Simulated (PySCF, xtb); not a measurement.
Hf(F)(SH)3 (FH₃HfS₃), SMILES [SH][Hf]([F])([SH])[SH], multiplicity 1.

GFN2-xTB (xtb) at its own geometry gives an orbital gap of 2.29 eV and a dipole moment of 2.76 D.

The structure is a stationary point at PBE0-D3(BJ)/def2-SVP. The multiplicity is an assumed one; no other spin state was optimised. The structure was generated by enumeration; whether it is a known compound was not checked. The def2 effective core potentials stand for the cores of Hf; spin–orbit coupling is left out. The values are those of a single conformer.

Problem. What does PBE/def2-TZVP in PySCF give? (An estimate is asked for; the answer gives what the named calculation found.)

Solution. gap 3.97 eV (levels -6.66 and -2.69 eV), dipole 0.87 D.
